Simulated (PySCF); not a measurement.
C₅H₈O, SMILES C1=CCOCC1. Geometry: B3LYP-D3(BJ)/def2-SVP. One conformer was computed; it need not be the lowest.

Computed equilibrium geometry at B3LYP-D3(BJ)/def2-SVP (PySCF confirms it by a frequency run) as bond lengths and angles (one conformer of several):
Atoms: C1 C2 C3 O4 C5 C6 H7 H8 H9 H10 H11 H12 H13 H14. Bond lengths (Å): C1–C2 1.338, C1–C6 1.506, C1–H7 1.095, C2–C3 1.505, C2–H8 1.095, C3–O4 1.409, C3–H9 1.114, C3–H10 1.103, O4–C5 1.413, C5–C6 1.529, C5–H11 1.100, C5–H12 1.110, C6–H13 1.104, C6–H14 1.106. Angles (°): C2–C1–C6 121.1, C2–C1–H7 120.3, C6–C1–H7 118.6, C1–C2–C3 121.9, C1–C2–H8 121.1, C3–C2–H8 117.0, C2–C3–O4 113.4, C2–C3–H9 109.4, C2–C3–H10 110.2, O4–C3–H9 110.7, O4–C3–H10 106.5, H9–C3–H10 106.3, C3–O4–C5 113.2, O4–C5–C6 111.0, O4–C5–H11 106.6, O4–C5–H12 110.4, C6–C5–H11 111.5, C6–C5–H12 109.4, H11–C5–H12 107.8, C1–C6–C5 109.7, C1–C6–H13 110.6, C1–C6–H14 110.2, C5–C6–H13 110.0, C5–C6–H14 110.1, H13–C6–H14 106.3.
